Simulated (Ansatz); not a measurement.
Correlation energies of BH9OSi2 (`[BH3-][O+]([SiH3])[SiH3]`) by basis set

```xyz
13

B    -0.867    0.699   -1.075
O     0.134   -0.142   -0.041
Si    1.520    0.753    0.309
Si   -0.692   -1.427    0.673
H    -1.973    0.433   -0.656
H    -0.540    1.852   -0.891
H    -0.614    0.263   -2.168
H     2.397   -0.169    1.073
H     1.149    1.918    1.138
H     2.138    1.141   -0.973
H    -1.705   -0.894    1.608
H     0.342   -2.192    1.413
H    -1.286   -2.234   -0.408
```

Total charge 0; spin multiplicity 1. All single points use the PBE0-D4/def2-TZVP geometry. Frozen core, restricted reference, the Gaussian-basis code of Ansatz. CBS rows extrapolate triple and quadruple zeta; past MP2 they add the triple-zeta difference.

| basis | HF (Eh) | MP2 corr. |
| --- | --- | --- |
| def2-SVP | -682.42697 | -0.50070 |
| def2-TZVPP | -682.76445 | -0.62853 |
| def2-QZVPP | -682.78908 | -0.67341 |

(1) Estimate the CCSD correlation energy and the (T) correction in each basis where they were run (hartree).

Answers

(1) 
| basis | CCSD corr. | (T) |
| --- | --- | --- |
| def2-SVP | -0.56759 | -0.01261 |
| def2-TZVPP | -0.69002 | -0.02194 |
| CBS(def2) | -0.76815 | as TZ |
